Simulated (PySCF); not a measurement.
Shifts of the heteroatoms

Cartesian coordinates in Å; atom numbers follow the order of the lines, from 1:
```xyz
19

C     2.5121   -0.3857   -1.0613
O     1.5090    0.5256   -0.6915
Si    0.1167    0.2474    0.0790
C     0.2591   -0.1962    1.9233
O    -0.6864   -0.8700   -0.7801
C    -2.0095   -1.3348   -0.6677
C    -0.7279    1.9877   -0.0691
F    -1.3588    2.3355    1.0926
F    -1.7146    1.9782   -1.0127
H     2.0901   -1.2048   -1.6439
H     3.2427    0.1552   -1.6623
H     2.9994   -0.7931   -0.1737
H     0.5707   -1.2295    2.0574
H     0.9825    0.4340    2.4324
H    -0.6896   -0.0712    2.4383
H    -2.1688   -2.0602   -1.4651
H    -2.1675   -1.8141    0.3000
H    -2.7144   -0.5105   -0.7799
H    -0.0546    2.8156   -0.3234
```

[PySCF 2.14: coordinates at the GFN2-xTB level; PBE0/pcSseg-1 with gauge-including orbitals; no solvent model; one averaged value for each set of equivalent atoms; non-relativistic; a single conformation]

**Question.** What are the ¹⁹F shifts?

**Answer.** 
```csv
atoms,environment,σ (ppm),δ (ppm)
F8/F9,fluorine of a CF2 group,331.1,-138.1
```

Shieldings were converted by a linear fit to measured shifts: ¹⁹F (scatter 6.0 ppm rms, 7.0 ppm with the 5 outliers that the fit left out vs CFCl3, solution or neat liquid, with a term for F on sp3 carbon). A few per cent of atoms miss by over 2 rms, more outside the fitted compound classes.

On a 600 MHz spectrometer ¹⁹F resonates near 564.6 MHz, so 1 ppm is 564.6 Hz.

**Question.** Predict the ²⁹Si NMR data.

**Answer.** 
```json
{"atoms": "Si3", "environment": "silicon bonded to 2 C, 2 O", "σ (ppm)": "375.6", "δ (ppm)": "-28.8"}
```

Shieldings were converted by a linear fit to measured shifts: ²⁹Si: δ = 279.94 − 0.822σ (rms 8.9 ppm, 72 shifts, 25.8 ppm with the 6 outliers that the fit left out vs TMS, solution or neat liquid). Occasional misses reach two or three times the rms, and more in compound classes unlike the fitted ones.

On a 500 MHz spectrometer ²⁹Si resonates near 99.3 MHz, so 1 ppm is 99.3 Hz.

**Question.** What are the ¹⁷O shifts?

**Answer.** 
```csv
atoms,environment,σ (ppm),δ (ppm)
O2/O5,"oxygen bonded to C, Si",308.5,-14.3
```

Shieldings were converted by a linear fit to measured shifts: ¹⁷O (scatter 10.7 ppm rms, 12.2 ppm with the 3 outliers that the fit left out vs liquid water, solution or neat liquid). Occasional misses reach two or three times the rms, and more in compound classes unlike the fitted ones.

On a 600 MHz spectrometer ¹⁷O resonates near 81.3 MHz, so 1 ppm is 81.3 Hz.
